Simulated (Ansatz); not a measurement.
Consider the isomerisation: `O[SiH]1OC[SiH2]1` → `O=CO[SiH2][SiH3]`.

Computed with Ansatz on PBE0-D4/def2-TZVP structures; ΔE is electronic, products minus reactants. CCSD(T)/CBS is the MP2 limit (def2-TZVPP, def2-QZVPP) plus CCSD(T) − MP2 in def2-TZVPP, frozen cores. Functionals use def2-TZVPP. B3LYP here is the variant with VWN-RPA as its local correlation; programs differ in this. HSE06 is defined as in plane-wave codes. One conformer a species, not always the lowest.

`O[SiH]1OC[SiH2]1`:

Z-matrix (Å, degrees):
```
Si
O 1 1.666
O 1 1.641 2 114.7
Si 1 2.320 2 80.0 3 114.2
H 1 1.489 2 109.7 3 -121.3
C 2 1.447 1 107.2 3 -108.1
H 3 0.958 1 117.9 2 -96.9
H 4 1.487 1 122.3 2 -114.8
H 4 1.488 1 118.9 2 103.0
H 6 1.094 2 109.8 1 113.3
H 6 1.093 2 109.2 1 -128.1
```

`O=CO[SiH2][SiH3]`:

Cartesian coordinates in Å:
```
O -0.547 -1.910 -0.023
C 0.507 -1.873 -0.597
O 1.367 -0.870 -0.514
Si 0.943 0.448 0.492
Si -1.222 1.217 0.042
H 0.873 -2.669 -1.261
H 1.995 1.437 0.152
H 1.110 0.020 1.903
H -2.211 0.586 0.947
H -1.558 0.920 -1.376
H -1.258 2.694 0.235
```

```json
{"level": "PBE-D4", "ΔE (kJ/mol)": "55.4", "difference from CCSD(T)/CBS": "-16.7"}
{"level": "revPBE-D4", "ΔE (kJ/mol)": "48.7", "difference from CCSD(T)/CBS": "-23.4"}
{"level": "B97M-V", "ΔE (kJ/mol)": "58.7", "difference from CCSD(T)/CBS": "-13.4"}
{"level": "B3LYP-D4", "ΔE (kJ/mol)": "51.8", "difference from CCSD(T)/CBS": "-20.3"}
{"level": "r2SCAN0-D4", "ΔE (kJ/mol)": "68.4", "difference from CCSD(T)/CBS": "-3.7"}
{"level": "HSE06-D4", "ΔE (kJ/mol)": "66.5", "difference from CCSD(T)/CBS": "-5.6"}
{"level": "ωB97X-V", "ΔE (kJ/mol)": "61.2", "difference from CCSD(T)/CBS": "-10.9"}
{"level": "ωB97M-V", "ΔE (kJ/mol)": "67.5", "difference from CCSD(T)/CBS": "-4.6"}
{"level": "PBE", "ΔE (kJ/mol)": "55.3", "difference from CCSD(T)/CBS": "-16.8"}
{"level": "RPA@PBE/def2-TZVPP", "ΔE (kJ/mol)": "53.0", "difference from CCSD(T)/CBS": "-19.1"}
{"level": "MP2/def2-SVP", "ΔE (kJ/mol)": "14.8", "difference from CCSD(T)/CBS": "-57.3"}
{"level": "CCSD(T)/def2-SVP", "ΔE (kJ/mol)": "4.5", "difference from CCSD(T)/CBS": "-67.6"}
{"level": "HF/def2-TZVPP", "ΔE (kJ/mol)": "36.4", "difference from CCSD(T)/CBS": "-35.7"}
{"level": "SCS-MP2/def2-TZVPP", "ΔE (kJ/mol)": "62.8", "difference from CCSD(T)/CBS": "-9.3"}
{"level": "HF/CBS(def2)", "ΔE (kJ/mol)": "38.1", "difference from CCSD(T)/CBS": "-34.0"}
{"level": "CCSD/CBS(def2)", "ΔE (kJ/mol)": "73.7", "difference from CCSD(T)/CBS": "1.6"}
{"level": "CCSD(T)/CBS", "ΔE (kJ/mol)": "72.1", "difference from CCSD(T)/CBS": "0"}
```

Largest T1 diagnostic among the species: 0.016.

From r2SCAN to r2SCAN0 (25 % exact exchange), in def2-TZVPP and without D4, ΔE moves by +9.4 kJ/mol. At CCSD(T), def2-SVP lies −67.6 kJ/mol from the extrapolated value and def2-TZVPP −10.1 kJ/mol.

CCSD(T)/CBS has its own doubt, a few kJ/mol and more with outer-core shells, so smaller differences from it don't rank the levels.
